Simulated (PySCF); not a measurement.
CH3N2S (SMILES [NH]C(N)=S), doublet, at a GFN2-xTB geometry; WB97X/6-31G** in PySCF.

The PySCF input:
```python
from pyscf import gto, scf, dft

mol = gto.M(
    atom='''
N     0.914066   -0.957253    0.861916
C    -0.034507   -0.356821    0.267873
N    -1.312905   -0.740355    0.396728
S     0.293853    1.030757   -0.746178
H     1.849789   -0.599573    0.739589
H    -1.520321   -1.567693    0.928688
H    -2.032198   -0.300667   -0.147177
''',
    basis='6-31g**',
    charge=0,
    spin=1,
    verbose=4,
)

mf = dft.UKS(mol)
mf.xc = 'wb97x'
mf.grids.atom_grid = (99, 590)
mf.grids.prune = None
mf.kernel()
```

What does PySCF print? Leave out banner, timings and long lists.


```
PySCF version 2.14.0

[INPUT] verbose = 4
[INPUT] num. atoms = 7
[INPUT] num. electrons = 39
[INPUT] charge = 0
[INPUT] spin (= nelec alpha-beta = 2S) = 1
[INPUT] symmetry False subgroup None
[INPUT] Mole.unit = angstrom
[INPUT] Symbol           X                Y                Z      unit          X                Y                Z       unit  Magmom
[INPUT]  1 N      0.914066000000  -0.957253000000   0.861916000000 AA    1.727334399777  -1.808946001918   1.628785182381 Bohr   0.0
[INPUT]  2 C     -0.034507000000  -0.356821000000   0.267873000000 AA   -0.065208779380  -0.674293965493   0.506206606166 Bohr   0.0
[INPUT]  3 N     -1.312905000000  -0.740355000000   0.396728000000 AA   -2.481030877572  -1.399068184952   0.749707265946 Bohr   0.0
[INPUT]  4 S      0.293853000000   1.030757000000  -0.746178000000 AA    0.555301690882   1.947848430978  -1.410072060176 Bohr   0.0
[INPUT]  5 H      1.849789000000  -0.599573000000   0.739589000000 AA    3.495594598233  -1.133028761684   1.397620654741 Bohr   0.0
[INPUT]  6 H     -1.520321000000  -1.567693000000   0.928688000000 AA   -2.872990311425  -2.962510417398   1.754965975170 Bohr   0.0
[INPUT]  7 H     -2.032198000000  -0.300667000000  -0.147177000000 AA   -3.840297650889  -0.568178284695  -0.278124221835 Bohr   0.0

nuclear repulsion = 148.104036655054
number of shells = 35
number of NR pGTOs = 153
number of NR cGTOs = 75
basis = 6-31g**
ecp = {}

******** <class 'pyscf.dft.uks.UKS'> ********
method = UKS
initial guess = minao
damping factor = 0
level_shift factor = 0
DIIS = <class 'pyscf.scf.diis.CDIIS'>
diis_start_cycle = 1
diis_space = 8
diis_damp = 0
SCF conv_tol = 1e-09
SCF conv_tol_grad = None
SCF max_cycles = 50
direct_scf = True
direct_scf_tol = 1e-13
number electrons alpha = 20  beta = 19
XC library pyscf.dft.libxc version 7.1.2
    S. Lehtola, C. Steigemann, M. J. T. Oliveira, and M. A. L. Marques,  SoftwareX 7, 1–5 (2018)
XC functionals = wb97x
    J.-D. Chai and M. Head-Gordon,  J. Chem. Phys. 128, 084106 (2008)
radial grids:
    Treutler-Ahlrichs [JCP 102, 346 (1995); DOI:10.1063/1.469408] (M4) radial grids

becke partition: Becke, JCP 88, 2547 (1988); DOI:10.1063/1.454033
pruning grids: None
grids dens level: 3
symmetrized grids: False
atomic radii adjust function: <function treutler_atomic_radii_adjust>
User specified grid scheme (99, 590)
small_rho_cutoff = 0
Set gradient conv threshold to 3.16228e-05
tot grids = 408872
init E= -548.064664464974

cycle= 1 E= -547.348293538437  delta_E= 0.716  |g|= 0.391  |ddm|= 1.93
cycle= 2 E= -547.342825134168  delta_E= 0.00547  |g|= 0.498  |ddm|= 1.19
cycle= 3 E= -547.473093626568  delta_E= -0.13  |g|= 0.0583  |ddm|= 0.587
cycle= 4 E= -547.479181605447  delta_E= -0.00609  |g|= 0.054  |ddm|= 0.139
cycle= 5 E= -547.483112457588  delta_E= -0.00393  |g|= 0.0314  |ddm|= 0.0839
cycle= 6 E= -547.48764376637  delta_E= -0.00453  |g|= 0.0273  |ddm|= 0.129
cycle= 7 E= -547.491003629257  delta_E= -0.00336  |g|= 0.0161  |ddm|= 0.129
cycle= 8 E= -547.492964437751  delta_E= -0.00196  |g|= 0.0101  |ddm|= 0.131
cycle= 9 E= -547.493280134711  delta_E= -0.000316  |g|= 0.00879  |ddm|= 0.0357
cycle= 10 E= -547.4935753078  delta_E= -0.000295  |g|= 0.00311  |ddm|= 0.0534
cycle= 11 E= -547.493640879723  delta_E= -6.56e-05  |g|= 0.00171  |ddm|= 0.0226
cycle= 12 E= -547.493657042711  delta_E= -1.62e-05  |g|= 0.000984  |ddm|= 0.0125
cycle= 13 E= -547.493659783931  delta_E= -2.74e-06  |g|= 0.000974  |ddm|= 0.00798
cycle= 14 E= -547.493661697802  delta_E= -1.91e-06  |g|= 0.00048  |ddm|= 0.00424
cycle= 15 E= -547.49366286032  delta_E= -1.16e-06  |g|= 0.000386  |ddm|= 0.00215
cycle= 16 E= -547.493664330472  delta_E= -1.47e-06  |g|= 0.000381  |ddm|= 0.0023
cycle= 17 E= -547.493665983418  delta_E= -1.65e-06  |g|= 0.000375  |ddm|= 0.00264
cycle= 18 E= -547.49366777144  delta_E= -1.79e-06  |g|= 0.000372  |ddm|= 0.00288
cycle= 19 E= -547.493669096502  delta_E= -1.33e-06  |g|= 0.000372  |ddm|= 0.00213
cycle= 20 E= -547.49367150244  delta_E= -2.41e-06  |g|= 0.000371  |ddm|= 0.00387
cycle= 21 E= -547.493677242678  delta_E= -5.74e-06  |g|= 0.000369  |ddm|= 0.00926
cycle= 22 E= -547.493701639181  delta_E= -2.44e-05  |g|= 0.000379  |ddm|= 0.0399
cycle= 23 E= -547.493700303579  delta_E= 1.34e-06  |g|= 0.000374  |ddm|= 0.00222
cycle= 24 E= -547.493716344201  delta_E= -1.6e-05  |g|= 0.000409  |ddm|= 0.0269
cycle= 25 E= -547.49371595272  delta_E= 3.91e-07  |g|= 0.000357  |ddm|= 0.000952
cycle= 26 E= -547.493797165025  delta_E= -8.12e-05  |g|= 0.00249  |ddm|= 0.162
cycle= 27 E= -547.493768413965  delta_E= 2.88e-05  |g|= 0.000926  |ddm|= 0.0689
cycle= 28 E= -547.493760379292  delta_E= 8.03e-06  |g|= 0.000635  |ddm|= 0.0158
cycle= 29 E= -547.493759668588  delta_E= 7.11e-07  |g|= 0.000577  |ddm|= 0.00147
cycle= 30 E= -547.493737121328  delta_E= 2.25e-05  |g|= 0.000399  |ddm|= 0.0404
cycle= 31 E= -547.493765227477  delta_E= -2.81e-05  |g|= 0.000482  |ddm|= 0.0501
cycle= 32 E= -547.493790880376  delta_E= -2.57e-05  |g|= 0.000439  |ddm|= 0.0478
cycle= 33 E= -547.493848801366  delta_E= -5.79e-05  |g|= 0.00406  |ddm|= 0.178
cycle= 34 E= -547.493829689643  delta_E= 1.91e-05  |g|= 0.000719  |ddm|= 0.0983
cycle= 35 E= -547.493865616648  delta_E= -3.59e-05  |g|= 0.00119  |ddm|= 0.0901
cycle= 36 E= -547.493876639651  delta_E= -1.1e-05  |g|= 0.00023  |ddm|= 0.027
cycle= 37 E= -547.493901749675  delta_E= -2.51e-05  |g|= 0.00218  |ddm|= 0.122
cycle= 38 E= -547.493903550502  delta_E= -1.8e-06  |g|= 0.00246  |ddm|= 0.0222
cycle= 39 E= -547.493893873792  delta_E= 9.68e-06  |g|= 0.000515  |ddm|= 0.085
cycle= 40 E= -547.493910627563  delta_E= -1.68e-05  |g|= 0.00151  |ddm|= 0.104
cycle= 41 E= -547.493915115664  delta_E= -4.49e-06  |g|= 0.000158  |ddm|= 0.0177
cycle= 42 E= -547.493916390731  delta_E= -1.28e-06  |g|= 0.000534  |ddm|= 0.0276
cycle= 43 E= -547.49391667032  delta_E= -2.8e-07  |g|= 0.00026  |ddm|= 0.000959
cycle= 44 E= -547.493916900632  delta_E= -2.3e-07  |g|= 0.000253  |ddm|= 0.00673
cycle= 45 E= -547.493917092906  delta_E= -1.92e-07  |g|= 9.32e-05  |ddm|= 0.00469
cycle= 46 E= -547.493917144954  delta_E= -5.2e-08  |g|= 0.000202  |ddm|= 0.00781
cycle= 47 E= -547.493917164516  delta_E= -1.96e-08  |g|= 1.6e-05  |ddm|= 0.00402
cycle= 48 E= -547.493917178844  delta_E= -1.43e-08  |g|= 1.19e-05  |ddm|= 0.00129
cycle= 49 E= -547.493917204629  delta_E= -2.58e-08  |g|= 1.88e-05  |ddm|= 0.00411
cycle= 50 E= -547.493917206627  delta_E= -2e-09  |g|= 2.56e-06  |ddm|= 0.000638
SCF not converged.
SCF energy = -547.493917206627 after 50 cycles  <S^2> = 0.75578352  2S+1 = 2.0057752
```

Convergence was not reached.
